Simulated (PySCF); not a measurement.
**Question.** Write a Z-matrix for `[CH3][AlH2-][BiH2+][CH3]` as optimised with PBE0-D3(BJ)/def2-SVP.

**Answer.** 
Z-matrix in Å and degrees, rows numbered from 1:
```
C 
Al  1  1.9726
Bi  2  2.9661  1   95.27
C   3  2.2557  2  114.86  1   -45.97
H   1  1.1025  2  112.94  3   -62.67
H   1  1.1047  2  109.54  3   178.86
H   1  1.1026  2  112.82  3    60.37
H   2  1.6022  1  119.23  3   -95.75
H   2  1.5991  1  120.06  3   101.65
H   3  1.7830  2  124.06  1    70.50
H   3  1.7814  2  125.51  1  -164.12
H   4  1.0965  3  110.00  2   175.15
H   4  1.0978  3  107.96  2    54.57
H   4  1.0977  3  108.15  2   -64.22
```

Al2 (aluminium bonded to Bi, C and 2 H) has angles from 92.4° to 120.1°. Bi3 (bismuth bonded to Al, C and 2 H) has angles from 93.7° to 125.5°.

Computed with PBE0-D3(BJ)/def2-SVP geometry optimisation, gas phase, def2 core potentials past Kr (PySCF).

Point group: C1 (no symmetry element, even within 0.4 Å). Not checked by PBE0-D3(BJ)/def2-SVP frequencies. One conformer, not necessarily the lowest (C1–Al2–Bi3–C4 -46°).
